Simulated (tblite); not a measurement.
Species: C8H6F2.
SMILES: `C#C/C=C1/C(=C)CC1(F)F`

Level: GFN2-xTB in tblite, geometry and Hessian alike; calculated harmonic values, unscaled, isolated species. Errors from tens to a few hundred cm⁻¹ against measured bands are possible.

Harmonic wavenumbers (cm⁻¹): 54.0, 76.7, 100.4, 170.6, 218.9, 277.0, 325.1, 334.0, 389.6, 447.0, 458.1, 544.6, 547.8, 613.1, 644.8, 653.7, 712.7, 769.8, 826.2, 865.0, 883.7, 909.2, 973.1, 1017.0, 1050.9, 1091.6, 1117.0, 1136.9, 1210.2, 1235.0, 1286.7, 1395.8, 1415.9, 1678.2, 1726.8, 2241.1, 3015.0, 3019.5, 3047.3, 3112.7, 3141.2, 3396.7.

A = 1928, B = 1144, C = 826.0 MHz; mass 140.044 u (most abundant isotopes); point group Cs, symmetry number 1.

Problem. What is the zero-point energy?

Solution. Half the sum of the wavenumbers: 24065 cm⁻¹ = 68.81 kcal/mol.

Problem. Give the ideal-gas entropy at 298.15 K and 1 bar in the rigid-rotor, harmonic-oscillator model (classical rotation).

Solution. Translation 40.75, rotation 29.56, vibration 27.16: S = 97.5 cal/(mol K).

Problem. And Cp and H(298.15 K) − H(0)?

Solution. Cp = 38.23 cal/(mol K), of which vibrations give 30.28 (their classical limit is 42 R = 83.5); H(298.15 K) − H(0) = 6.78 kcal/mol without the zero-point energy, 4.41 from vibrations.

Problem. What must be added to the electronic energy to get the Gibbs energy at 298.15 K and 1 bar?

Solution. ZPE + [H(298.15 K) − H(0)] − T·S = 68.81 + 6.78 − 29.06 = 46.53 kcal/mol.

Problem. How do the functions run with temperature in this model?

Solution. 
| T (K) | S (cal/(mol K)) | Cp (cal/(mol K)) | H − H(0) (kcal/mol) | G − H(0) (kcal/mol) | ln q(vib) |
| --- | --- | --- | --- | --- | --- |
| 150 | 77.1 | 22.7 | 2.24 | -9.31 | 2.62 |
| 250 | 91.2 | 33.4 | 5.05 | -17.74 | 5.03 |
| 400 | 110.0 | 47.2 | 11.14 | -32.86 | 8.78 |
| 600 | 131.7 | 59.6 | 21.92 | -57.09 | 13.70 |
| 900 | 158.1 | 70.4 | 41.56 | -100.71 | 20.51 |

q(vib) and H(0) count from the zero-point level.

Hindered rotation and anharmonicity are outside this model.
